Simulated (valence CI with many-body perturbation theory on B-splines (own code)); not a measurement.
# E1 line list for Xe IV

Level of theory: relativistic CI+MBPT: five valence electrons over a frozen Dirac-Fock core [Kr] 4d10, a basis of 11 s, 11 p, 10 d, 8 f, 5 g, 2 h functions for each j, with the one-electron correlation potential Σ1, the two-electron term Σ2, the three-electron term Σ3, Breit, model QED; selected CI, second order for the rest, scaled by the run's own slope (own B-spline code, finite nucleus).

Set against measurement, 60 paired levels are off by 338 cm⁻¹ on average, the worst by 1240. These come from a selection out of Saloman, J. Phys. Chem. Ref. Data 33, 765 (2004). Levels without a partner in it may be off by more. Among the levels kept, up to 2500 cm⁻¹ of a level comes from second order outside the variational space, and about a tenth of that is noise between levels of different J, which matters for small intervals. 9 measured levels below the end of the list, from 133027 cm⁻¹ on, found no clear computed partner, and computed levels of the same name lie up to 50070 cm⁻¹ from them.

Lines 1 to 50 of 600 in falling wavelength, among levels below 31.468 eV, chosen from the strongest by gf and those to the six lowest levels. Wavelengths and rates use the calculated energies, so an error of 300 cm⁻¹ moves a line at 3935 Å by 1.2 % and its rate by three times that or more. Electric multipoles are in the length gauge, E1 and E2 with the static RPA response of the core. Weak lines are less certain than strong ones. Lines between different terms over intervals too small for the method are left out, as are lines whose strength nearly cancels. Where a level lies close to another of its J and parity, the split of strength between their lines is uncertain. The highest levels of a list are the least certain.

Names give the largest LS component (configuration and term), which can be under half, so a name can repeat, a term be missing and a line seem to break the LS rules; names also repeat where a configuration has a term twice. Letters in brackets count levels of one name in rising energy.

| λ vac (Å) | λ from measured levels | Upper | Lower | A (s⁻¹) | S (a.u.) |
| --- | --- | --- | --- | --- | --- |
| 11470 |  | 5s5p³5d ²G°_7/2 | 5s²5p²6d ²F_5/2 | 4.05e+06 | 2.42e+01 |
| 11310 |  | 5s5p³6s ⁴S°_3/2 | 5s²5p²7s ⁴P_3/2 | 1.94e+06 | 5.54e+00 |
| 8930 |  | 5s²5p²5f ⁴G°_5/2 | 5s²5p²6d ⁴F_5/2 [a] | 1.70e+06 | 3.59e+00 |
| 8801 |  | 5s²5p²5f ⁴D°_7/2 | 5s²5p²6d ⁴F_5/2 [a] | 2.83e+07 | 7.61e+01 |
| 8450 |  | 5s5p³5d ²S°_1/2 | 5s²5p²7s ⁴P_1/2 | 8.49e+06 | 5.06e+00 |
| 7904 |  | 5s²5p²5f ⁴G°_5/2 | 5s²5p²6d ⁴F_3/2 | 3.71e+07 | 5.42e+01 |
| 7883 |  | 5s5p³6s ⁶S°_5/2 | 5s²5p²6d ⁴F_3/2 | 1.78e+06 | 2.58e+00 |
| 7740 |  | 5s²5p²7p ⁴D°_1/2 | 5s²5p²7s ⁴P_1/2 | 4.56e+07 | 2.09e+01 |
| 7220 |  | 5s5p³5d ²S°_1/2 | 5s²5p²6d ⁴F_3/2 | 1.26e+07 | 4.67e+00 |
| 6961 |  | 5s²5p²7p ⁴D°_3/2 | 5s²5p²7s ⁴P_1/2 | 6.50e+07 | 4.33e+01 |
| 6699 |  | 5s²5p²7p ⁴D°_3/2 | 5s²5p²6d ⁴F_5/2 [a] | 5.77e+07 | 3.42e+01 |
| 6695 |  | 5s²5p²7p ⁴D°_1/2 | 5s²5p²6d ⁴F_3/2 | 6.33e+07 | 1.87e+01 |
| 6104 |  | 5s²5p²7p ⁴D°_3/2 | 5s²5p²6d ⁴F_3/2 | 7.72e+06 | 3.47e+00 |
| 5682 |  | 5s5p³6s ⁴S°_3/2 | 5s²5p²7s ⁴P_1/2 | 1.76e+07 | 6.37e+00 |
| 5506 |  | 5s5p³6s ⁴S°_3/2 | 5s²5p²6d ⁴F_5/2 [a] | 1.69e+07 | 5.56e+00 |
| 5503 |  | 5s5p³5d ²G°_7/2 | 5s²5p²6d ⁴F_5/2 [a] | 6.02e+06 | 3.96e+00 |
| 4377 |  | 4f5s²5p² ²F°_5/2 [a] | 5s²5p²5d ²P_3/2 | 8.39e+06 | 2.08e+00 |
| 3952 |  | 5s²5p²6p ²F°_5/2 | 5s²5p²5d ²D_5/2 [c] | 1.17e+07 | 2.15e+00 |
| 3935 | 3888 | 5s²5p²6p ⁴D°_5/2 | 5s²5p²6s ²P_3/2 [a] | 7.89e+06 | 1.42e+00 |
| 3813 | 3752 | 5s²5p²6p ²S°_1/2 | 5s²5p²6s ²P_1/2 | 4.19e+07 | 2.29e+00 |
| 3761 |  | 5s²5p²6p ²F°_7/2 | 5s²5p²5d ²D_5/2 [c] | 1.55e+07 | 3.27e+00 |
| 3738 |  | 5s²5p²6p ⁴D°_3/2 [b] | 5s²5p²5d ²D_5/2 [a] | 1.64e+07 | 1.69e+00 |
| 3711 | 3668 | 5s²5p²6p ²D°_5/2 [a] | 5s²5p²6s ²P_3/2 [a] | 3.72e+07 | 5.63e+00 |
| 3681 |  | 5s²5p²6p ²F°_5/2 | 5s²5p²6s ²P_3/2 [b] | 7.88e+07 | 1.16e+01 |
| 3662 |  | 5s²5p²6p ²S°_1/2 | 5s²5p²6s ⁴P_3/2 [b] | 2.24e+07 | 1.08e+00 |
| 3643 |  | 5s²5p²6p ²D°_3/2 | 5s²5p²6s ²P_3/2 [b] | 2.66e+07 | 2.54e+00 |
| 3639 |  | 5s²5p²6p ²D°_3/2 | 5s²5p²5d ²S_1/2 | 1.01e+07 | 9.64e-01 |
| 3637 |  | 4f5s²5p² ²F°_5/2 [a] | 5s²5p²5d ²F_7/2 [b] | 7.35e+06 | 1.05e+00 |
| 3625 |  | 5s²5p²6p ²P°_3/2 [a] | 5s²5p²5d ²P_1/2 [c] | 1.34e+07 | 1.26e+00 |
| 3594 |  | 4f5s²5p² ²G°_9/2 [c] | 5s²5p²5d ²F_7/2 [b] | 6.48e+06 | 1.48e+00 |
| 3571 |  | 4f5s²5p² ²D°_3/2 [a] | 5s²5p²6s ²P_3/2 [a] | 1.38e+07 | 1.24e+00 |
| 3560 | 3515 | 5s²5p²6p ⁴D°_5/2 | 5s²5p²6s ⁴P_5/2 | 1.11e+07 | 1.48e+00 |
| 3549 | 3499 | 5s²5p²6p ²S°_1/2 | 5s²5p²6s ⁴P_3/2 [a] | 6.20e+07 | 2.74e+00 |
| 3491 | 3460 | 5s²5p²6p ⁴D°_1/2 | 5s²5p²6s ⁴P_1/2 | 1.64e+08 | 6.91e+00 |
| 3476 |  | 5s²5p²6p ⁴D°_3/2 [b] | 5s²5p²6s ²P_1/2 | 2.63e+07 | 2.18e+00 |
| 3440 |  | 4f5s²5p² ²F°_5/2 [b] | 5s²5p²5d ²F_7/2 [b] | 1.59e+07 | 1.91e+00 |
| 3400 | 3340 | 5s²5p²6p ⁴D°_5/2 | 5s²5p²5d ²D_5/2 [a] | 1.18e+07 | 1.37e+00 |
| 3386 |  | 5s²5p²6p ²F°_5/2 | 5s²5p²6s ²D_5/2 | 9.63e+06 | 1.11e+00 |
| 3384 | 3499 | 4f5s²5p² ⁴D°_3/2 | 5s²5p²6s ²P_1/2 | 2.66e+07 | 2.03e+00 |
| 3376 | 3334 | 5s²5p²6p ²D°_5/2 [a] | 5s²5p²6s ⁴P_5/2 | 5.31e+07 | 6.05e+00 |
| 3354 |  | 5s²5p²6p ²D°_3/2 | 5s²5p²6s ²D_5/2 | 9.57e+07 | 7.12e+00 |
| 3350 |  | 5s²5p²6p ⁴D°_3/2 [b] | 5s²5p²6s ⁴P_3/2 [b] | 2.62e+07 | 1.94e+00 |
| 3348 |  | 4f5s²5p² ²F°_7/2 [b] | 5s²5p²5d ²D_5/2 [c] | 6.33e+06 | 9.38e-01 |
| 3277 |  | 5s²5p²6p ²D°_5/2 [b] | 5s²5p²6s ²D_5/2 | 1.19e+08 | 1.24e+01 |
| 3268 |  | 5s²5p²6d ²F_7/2 [b] | 4f5s²5p² ²D°_5/2 [b] | 6.68e+06 | 9.21e-01 |
| 3265 |  | 4f5s²5p² ⁴D°_3/2 | 5s²5p²6s ⁴P_3/2 [b] | 1.97e+07 | 1.35e+00 |
| 3261 | 3311 | 4f5s²5p² ⁴D°_7/2 | 5s²5p²5d ⁴P_5/2 | 1.47e+07 | 2.01e+00 |
| 3259 |  | 4f5s²5p² ²D°_3/2 [a] | 5s²5p²6s ⁴P_5/2 | 1.59e+07 | 1.08e+00 |
| 3255 |  | 5s²5p²6p ⁴D°_3/2 [b] | 5s²5p²6s ⁴P_3/2 [a] | 3.79e+07 | 2.58e+00 |
| 3245 |  | 5s²5p²6p ²F°_7/2 | 5s²5p²6s ²D_5/2 | 1.33e+08 | 1.79e+01 |
